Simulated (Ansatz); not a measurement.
Molecular dynamics of ClGeH3O2

Input:

```yaml
crystal:
  periodic: [false, false, false]
  atoms:
    - { symbol: Ge, position_ang: [-0.093327, -0.081615, 0.179556] }
    - { symbol: H, position_ang: [-0.037523, -0.03535, 1.715192] }
    - { symbol: O, position_ang: [1.499097, 0.062336, -0.618778] }
    - { symbol: H, position_ang: [1.71847, -0.776445, -1.068679] }
    - { symbol: O, position_ang: [-1.113614, 1.28729, -0.314372] }
    - { symbol: H, position_ang: [-1.067808, 1.426962, -1.279783] }
    - { symbol: Cl, position_ang: [-0.921495, -1.988879, -0.499135] }
basis:
  gaussian: { orbitals: def2-SVP }
hamiltonian:
  xc: pbe
md:
  timestep: 0.25
  n_steps: 100
  ensemble: nvt_langevin
  temperature: 1000.0
  initial_velocities: maxwell_boltzmann
  seed: 198782
  friction: 0.01
  temperature_schedule:
    - { n_steps: 25, end_temperature: 1000.0 }
    - { n_steps: 75, end_temperature: 10.0 }
```

Command:

```bash
$ ansatz run input.yaml --threads 1 --pin off --max-ram 2048MiB --backend cpu --events-out ev --progress --plain --runs-dir out
```

It starts from a relaxed structure.

Output, in part (one step line in 4, the closing report, with atoms numbered from 0):

```
md step     0: t =     0.00 fs  T =   857.1 K (target 1000.0 K)  F+E_penalty+E_count = -73153.92277253 eV  E_kin = 0.775560 eV  (27 SCF iters)
md step     4: t =     1.00 fs  T =   778.3 K (target 1000.0 K)  F+E_penalty+E_count = -73153.85229013 eV  E_kin = 0.704258 eV  (27 SCF iters)
md step     8: t =     2.00 fs  T =   593.6 K (target 1000.0 K)  F+E_penalty+E_count = -73153.70225272 eV  E_kin = 0.537143 eV  (27 SCF iters)
md step    12: t =     3.00 fs  T =   495.7 K (target 1000.0 K)  F+E_penalty+E_count = -73153.59997901 eV  E_kin = 0.448554 eV  (26 SCF iters)
md step    16: t =     4.00 fs  T =   507.9 K (target 1000.0 K)  F+E_penalty+E_count = -73153.61228296 eV  E_kin = 0.459578 eV  (27 SCF iters)
md step    20: t =     5.00 fs  T =   535.6 K (target 1000.0 K)  F+E_penalty+E_count = -73153.66191131 eV  E_kin = 0.484618 eV  (28 SCF iters)
md step    24: t =     6.00 fs  T =   493.1 K (target 1000.0 K)  F+E_penalty+E_count = -73153.67302539 eV  E_kin = 0.446207 eV  (27 SCF iters)
md step    28: t =     7.00 fs  T =   523.3 K (target 967.0 K)  F+E_penalty+E_count = -73153.64337425 eV  E_kin = 0.473496 eV  (26 SCF iters)
md step    32: t =     8.00 fs  T =   416.8 K (target 914.2 K)  F+E_penalty+E_count = -73153.58027246 eV  E_kin = 0.377144 eV  (27 SCF iters)
md step    36: t =     9.00 fs  T =   301.6 K (target 861.4 K)  F+E_penalty+E_count = -73153.50601381 eV  E_kin = 0.272910 eV  (27 SCF iters)
md step    40: t =    10.00 fs  T =   212.9 K (target 808.6 K)  F+E_penalty+E_count = -73153.43330848 eV  E_kin = 0.192597 eV  (27 SCF iters)
md step    44: t =    11.00 fs  T =   193.5 K (target 755.8 K)  F+E_penalty+E_count = -73153.39485146 eV  E_kin = 0.175065 eV  (27 SCF iters)
md step    48: t =    12.00 fs  T =   191.5 K (target 703.0 K)  F+E_penalty+E_count = -73153.42109607 eV  E_kin = 0.173282 eV  (28 SCF iters)
md step    52: t =    13.00 fs  T =   263.0 K (target 650.2 K)  F+E_penalty+E_count = -73153.50125870 eV  E_kin = 0.237965 eV  (28 SCF iters)
md step    56: t =    14.00 fs  T =   388.8 K (target 597.4 K)  F+E_penalty+E_count = -73153.60654516 eV  E_kin = 0.351782 eV  (28 SCF iters)
md step    60: t =    15.00 fs  T =   539.4 K (target 544.6 K)  F+E_penalty+E_count = -73153.71059815 eV  E_kin = 0.488075 eV  (26 SCF iters)
md step    64: t =    16.00 fs  T =   574.2 K (target 491.8 K)  F+E_penalty+E_count = -73153.77097645 eV  E_kin = 0.519537 eV  (27 SCF iters)
md step    68: t =    17.00 fs  T =   528.6 K (target 439.0 K)  F+E_penalty+E_count = -73153.77748711 eV  E_kin = 0.478306 eV  (26 SCF iters)
md step    72: t =    18.00 fs  T =   488.9 K (target 386.2 K)  F+E_penalty+E_count = -73153.73081066 eV  E_kin = 0.442397 eV  (27 SCF iters)
md step    76: t =    19.00 fs  T =   432.3 K (target 333.4 K)  F+E_penalty+E_count = -73153.67784997 eV  E_kin = 0.391143 eV  (26 SCF iters)
md step    80: t =    20.00 fs  T =   462.7 K (target 280.6 K)  F+E_penalty+E_count = -73153.67030592 eV  E_kin = 0.418686 eV  (27 SCF iters)
md step    84: t =    21.00 fs  T =   523.7 K (target 227.8 K)  F+E_penalty+E_count = -73153.71431823 eV  E_kin = 0.473845 eV  (26 SCF iters)
md step    88: t =    22.00 fs  T =   506.5 K (target 175.0 K)  F+E_penalty+E_count = -73153.76115428 eV  E_kin = 0.458297 eV  (27 SCF iters)
md step    92: t =    23.00 fs  T =   529.0 K (target 122.2 K)  F+E_penalty+E_count = -73153.76962850 eV  E_kin = 0.478641 eV  (27 SCF iters)
md step    96: t =    24.00 fs  T =   470.1 K (target 69.4 K)  F+E_penalty+E_count = -73153.72445956 eV  E_kin = 0.425316 eV  (27 SCF iters)
md step   100: t =    25.00 fs  T =   373.7 K (target 16.6 K)  F+E_penalty+E_count = -73153.63292343 eV  E_kin = 0.338143 eV  (27 SCF iters)
Total energy: -73153.63295325 eV, -2688.3464257186 hartree
Atom 0 at    -0.086723    -0.098012     0.214095 Å, force    -0.144621     0.617659     0.566163 eV/Å
Atom 1 at     0.235154    -0.208571     1.830383 Å, force    -0.590425     0.282808    -1.369850 eV/Å
Atom 2 at     1.417633    -0.005161    -0.696206 Å, force     0.806831     0.685103    -0.187473 eV/Å
Atom 3 at     1.752446    -0.801278    -1.142646 Å, force    -0.281994    -0.167541     0.089693 eV/Å
Atom 4 at    -1.069970     1.357811    -0.336289 Å, force     0.852742    -0.625932     0.166203 eV/Å
Atom 5 at    -0.631686     1.737701    -1.145565 Å, force    -0.218899    -0.469171     0.634217 eV/Å
Atom 6 at    -0.929112    -1.935852    -0.554768 Å, force    -0.423635    -0.322925     0.101046 eV/Å
Dipole moment:     0.294523    -0.027441    -0.049307 e Å
```

The run went to its last step. The schedule's set-point averaged 340 K over the second half and the system 469 K, so it lags behind the ramp. A run of 0.025 ps of so small a system gives no equilibrium averages.

The same pairs are bonded in the first frame and the last. Pairs count as bonded within 1.25 times the sum of covalent radii (0.12 Å more for H–H).

Last frame:

```xyz
7
Properties=species:S:1:pos:R:3
Ge -0.087 -0.098 0.214
H 0.235 -0.209 1.830
O 1.418 -0.005 -0.696
H 1.752 -0.801 -1.143
O -1.070 1.358 -0.336
H -0.632 1.738 -1.146
Cl -0.929 -1.936 -0.555
```

Time of the run: 4.3 min on 1 thread of Arm Neoverse V1 (shared host), peak memory 0.12 GiB.
